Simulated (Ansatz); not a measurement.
C2H5GeNS, SMILES `S[CH]1N=[CH][GeH2]1`. The species carries charge 0 and has multiplicity 1. The structure was optimised at the PBE0-D4/def2-TZVP level. It is one conformer, not always the lowest.

```xyz
10

S    -1.003   -0.940   -1.825
C    -0.818   -0.199   -0.184
N    -0.338   -1.236    0.744
C     0.765   -0.797    1.213
Ge    0.811    0.903    0.226
H    -1.496    0.162   -2.413
H    -1.782    0.187    0.151
H     1.328   -1.368    1.951
H     0.681    2.214    1.030
H     1.851    1.074   -0.893
```

Question: What is the dipole moment at ωB97M-V/def2-TZVPP? (Estimate.)

Answer: The calculation gave: 2.87 D, with components (0.95, 2.67, 0.50) D in this frame, pointing from negative to positive charge.

Question: And with PBE, r2SCAN, B3LYP? (An estimate is asked.)

Answer: Computed: PBE 2.51 D, r2SCAN 2.67 D, B3LYP 2.73 D.

Question: Give the Mulliken charges with ωB97M-V, B3LYP, PBE in def2-TZVPP. (Estimate.)

Answer: The calculation gave: 
```json
{"atom": "S1", "ωB97M-V": "-0.12", "B3LYP": "-0.15", "PBE": "-0.16"}
{"atom": "C2", "ωB97M-V": "-0.20", "B3LYP": "-0.09", "PBE": "-0.07"}
{"atom": "N3", "ωB97M-V": "-0.14", "B3LYP": "-0.16", "PBE": "-0.11"}
{"atom": "C4", "ωB97M-V": "-0.14", "B3LYP": "-0.13", "PBE": "-0.12"}
{"atom": "Ge5", "ωB97M-V": "0.17", "B3LYP": "0.19", "PBE": "0.17"}
{"atom": "H6", "ωB97M-V": "0.10", "B3LYP": "0.09", "PBE": "0.10"}
{"atom": "H7", "ωB97M-V": "0.16", "B3LYP": "0.13", "PBE": "0.12"}
{"atom": "H8", "ωB97M-V": "0.12", "B3LYP": "0.12", "PBE": "0.10"}
{"atom": "H9", "ωB97M-V": "0.02", "B3LYP": "-0.01", "PBE": "-0.01"}
{"atom": "H10", "ωB97M-V": "0.04", "B3LYP": "0.00", "PBE": "0.00"}
```

B3LYP here is the variant with VWN-RPA as its local correlation; programs differ in this.
